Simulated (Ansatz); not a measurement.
CH6Cl2O2Si2, SMILES `O[SiH2]C[Si](O)(Cl)Cl`. The species carries charge 0 and has multiplicity 1. Geometry: relaxed with PBE0-D4/def2-TZVP. It is one conformer, not always the lowest.

```xyz
13

O     1.845    1.144    0.666
Si    0.822    0.169    1.502
C    -0.861    0.121    0.660
Si   -0.809   -0.464   -1.076
O     0.467    0.268   -1.799
Cl   -0.567   -2.494   -1.165
Cl   -2.511   -0.027   -2.127
H     1.803    1.042   -0.290
H     1.328   -1.226    1.608
H     0.693    0.750    2.860
H    -1.537   -0.528    1.227
H    -1.284    1.132    0.670
H     0.610    0.115   -2.736
```

What is the dipole moment at ωB97M-V/def2-TZVPP? (Best estimate.)

The calculation gave: 1.32 D, with components (-0.53, 0.08, -1.20) D in this frame, pointing from negative to positive charge.

And with PBE, r2SCAN, B3LYP? (An estimate is asked.)

Ansatz gave: PBE 1.27 D, r2SCAN 1.27 D, B3LYP 1.28 D.

Give the Mulliken charges with ωB97M-V, PBE, B3LYP in def2-TZVPP. (Estimate.)

Computed: 
```json
{"atom": "O1", "ωB97M-V": "-0.40", "PBE": "-0.37", "B3LYP": "-0.41"}
{"atom": "Si2", "ωB97M-V": "0.44", "PBE": "0.42", "B3LYP": "0.50"}
{"atom": "C3", "ωB97M-V": "-0.43", "PBE": "-0.30", "B3LYP": "-0.33"}
{"atom": "Si4", "ωB97M-V": "0.59", "PBE": "0.53", "B3LYP": "0.65"}
{"atom": "O5", "ωB97M-V": "-0.38", "PBE": "-0.35", "B3LYP": "-0.39"}
{"atom": "Cl6", "ωB97M-V": "-0.19", "PBE": "-0.20", "B3LYP": "-0.23"}
{"atom": "Cl7", "ωB97M-V": "-0.19", "PBE": "-0.20", "B3LYP": "-0.22"}
{"atom": "H8", "ωB97M-V": "0.19", "PBE": "0.20", "B3LYP": "0.20"}
{"atom": "H9", "ωB97M-V": "-0.06", "PBE": "-0.09", "B3LYP": "-0.10"}
{"atom": "H10", "ωB97M-V": "-0.04", "PBE": "-0.07", "B3LYP": "-0.08"}
{"atom": "H11", "ωB97M-V": "0.13", "PBE": "0.11", "B3LYP": "0.10"}
{"atom": "H12", "ωB97M-V": "0.14", "PBE": "0.12", "B3LYP": "0.11"}
{"atom": "H13", "ωB97M-V": "0.19", "PBE": "0.20", "B3LYP": "0.19"}
```

B3LYP here is the variant with VWN-RPA as its local correlation; programs differ in this.
